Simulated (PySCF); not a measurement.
# A computed series M(OH)3(NH3)

Computed with PySCF 2.14.0, PBE0, def2-SVP on the ligands, density fitting, scalar-relativistic core potentials, no spin-orbit coupling, vacuum. Each member is relaxed from one template within its symmetry. Distances are means of the shortest metal–ligand contacts, charges and spins Mulliken's; removal energies are rigid, with the ligand's formal charge and no counterpoise, so too large; for an anion taken off a cation in vacuum most of it is the attraction of opposite charges, and multiply charged cations can part far more cheaply with an electron moved from ligand to metal. lcecp potentials hold a fixed number of 4f electrons in the core, out of states, spins and gaps.

(1) Order these by the M–OH distance, lowest first.
A. Ce, lcecp-1-SVP with ECP47
B. La, def2-SVP with ECP46
C. Er, lcecp-1-SVP with ECP57
D. Pm, lcecp-1-SVP with ECP50

(2) What else do they give?

One start shape was tried for each, so a minimum needn't be the lowest isomer.

Answers

(1) C (2.041), D (2.128), A (2.173), B (2.206).

(2) 
```tsv
metal	basis on the metal	point group	M–OH (Å)	M–NH3 (Å)	charge on M (e)	dipole (D)	removal of one OH (eV)	strongest infrared band, degenerate modes summed (cm⁻¹)	unstable modes (below −25 cm⁻¹)
La	def2-SVP with ECP46	Cs	2.206	2.724	0.99	4.37	9.91	550	0
Ce	lcecp-1-SVP with ECP47	C1, nearly C3v	2.173	2.683	1.04	4.20	10.02	–	not given
Pm	lcecp-1-SVP with ECP50	C1, nearly C3v	2.128	2.610	0.96	4.23	10.20	–	not given
Er	lcecp-1-SVP with ECP57	C3v	2.041	2.476	0.88	4.20	10.61	341	0
```
